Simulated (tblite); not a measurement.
Species: protonated 1-cyano-1,3-cyclopentadiene, C₆H₆N (charge +1).
SMILES: `C1C=CC=C1C#[NH+]`

Computed with GFN2-xTB (tblite): harmonic, unscaled wavenumbers at the GFN2-xTB geometry, gas phase. This tight-binding method is rough: wavenumbers can miss measured ones by several per cent, in bad cases by 10 to 20.

Harmonic wavenumbers (cm⁻¹): 134.0, 134.5, 293.6, 344.2, 457.5, 478.3, 501.2, 544.3, 584.3, 718.9, 787.7, 866.8, 871.4, 893.1, 899.7, 1013.5, 1023.8, 1063.3, 1095.3, 1177.8, 1225.3, 1268.9, 1332.3, 1350.2, 1455.2, 1542.4, 2294.5, 2947.6, 2976.0, 3136.5, 3140.7, 3159.8, 3542.7.

A = 8292, B = 1875, C = 1545 MHz; mass 92.050 u (most abundant isotopes); point group C1, symmetry number 1.

Problem. Zero-point energy?

Solution. Half the sum of the wavenumbers: 21628 cm⁻¹ = 258.73 kJ/mol.

Problem. Entropy at 200 K, 1 bar (ideal gas, RRHO, classical rotation)?

Solution. Translation 156.96, rotation 107.97, vibration 30.21: S = 295.1 J/(mol K).

Problem. And Cp and H(200 K) − H(0)?

Solution. Cp = 80.57 J/(mol K), of which vibrations give 47.32 (their classical limit is 33 R = 274.4); H(200 K) − H(0) = 10.49 kJ/mol without the zero-point energy, 3.84 from vibrations.

Problem. Blend soft modes into free rotors: weight 1/[1 + (100 cm⁻¹/ν̃)⁴] for the oscillator and the rest for a rotor with moment μB/(μ + B), μ = h/(8π²ν), B = 10⁻⁴⁴ kg m². What vibrational entropy results?

Solution. 30.35 J/(mol K) in place of 30.21, which changes −T·S at 200 K by -0.03 kJ/mol.

Problem. What must be added to the electronic energy to get the Gibbs energy at 200 K and 1 bar?

Solution. ZPE + [H(200 K) − H(0)] − T·S = 258.73 + 10.49 − 59.03 = 210.19 kJ/mol.

Hindered rotation and anharmonicity are outside this model.
